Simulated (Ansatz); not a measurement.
`C[SiH2][Te][SiH3]` + `SS` → `C[SiH2]SS` + `[SiH3][TeH]` at 600 K and 1 bar (ligand exchange at the Si–Te bond).

Gas-phase electronic energies from Ansatz, PBE0-D4/def2-TZVP geometries. CBS: MP2 limit from def2 TZ/QZ plus the TZ coupled-cluster correction, frozen cores. This one scheme is used for every species. def2 core potentials past Kr. For Te outer-core shells are correlated without core-valence functions, which leaves a few kJ/mol of doubt a bond. Each species was taken in one conformer, which may not be the lowest.

```csv
species,CCSD(T)/CBS energy (Eh),H − E (kJ/mol),S (J/(mol·K))
`C[SiH2][Te][SiH3]`,-888.79691,281.4,511.4
`SS`,-796.74576,76.7,289.3
`C[SiH2]SS`,-1126.32699,233.0,442.3
`[SiH3][TeH]`,-559.21313,121.5,353.7
```

H − E and S are ideal-gas, rigid-rotor, harmonic terms from PBE0-D4/def2-TZVP, for one conformer and one mirror image of each species. 1 Eh = 2625.50 kJ/mol, R = 8.31446 J/(mol·K).

Task: By hand: ΔE, ΔH, ΔS and ΔG.

Result: ΔE = (-1126.32699) + (-559.21313) − (-888.79691) − (-796.74576) = 0.00255 Eh = 6.7 kJ/mol. Δ(H − E) = 233.0 + 121.5 − 281.4 − 76.7 = -3.6, so ΔH = 3.1 kJ/mol. ΔS = 442.3 + 353.7 − 511.4 − 289.3 = -4.7 J/(mol·K). ΔG = 3.1 − 600 × (-4.7)/1000 = 5.9 kJ/mol.

Task: By hand: the equilibrium constant, and the temperature at which ΔG would vanish if ΔH and ΔS stayed fixed.

Result: log₁₀ K = −ΔG/(RT ln 10) = -0.5. ΔH and −TΔS have one sign here, so there is no such temperature. One of them is within its doubt of zero, so this could turn.

TΔS isn't small against ΔH here. The sign of ΔG lies within the doubt. A doubt of 5 kJ/mol in ΔE shifts log₁₀ K by 0.4 here. Other conformers and mirror images would add mixing entropy, several J/(mol·K) or more a flexible species. Modes under 60 cm⁻¹, often nearly free rotors, make the harmonic entropy too high. These are equilibria of isolated gas molecules and say nothing of rates. Largest T1 diagnostic: 0.011 (customary marks: 0.02 for closed shells, 0.045 for open ones).
